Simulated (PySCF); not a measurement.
## Trend along the third period: MBi molecules

PBE0 with double-zeta basis sets in PySCF, for the lowest determinant that a PBE0 search found; no spin–orbit coupling. De refers to high-spin ground-configuration atoms. A positive dipole means M(−)Bi(+).

```csv
M,basis,state (unpaired electrons),Re (Å),ωe (cm⁻¹),De (eV),μ (D)
Na,def2-SVP,triplet (π ↑↑),2.991,186,1.10,-6.18
Mg,def2-SVP,"quartet (σ ↑, π ↑↑)",2.961,183,0.55,-0.80
Al,def2-SVP,triplet (π ↑↑),2.828,239,1.73,-0.46
Si,def2-SVP,doublet (π ↑),2.461,387,2.47,0.64
S,def2-SVP,doublet (π ↑),2.321,445,2.97,3.19
Cl,def2-SVP,triplet (π ↑↑),2.469,342,2.93,3.17
```

The shortest bond is that of BiS (2.321 Å), the longest that of NaBi (2.991 Å).

The state changes along the series, so neighbouring rows are not always alike in their bonding.

Spin–orbit coupling is left out, which matters for elements this heavy, above all for dissociation energies. States were picked by a PBE0 search and need not be the measured ground states.
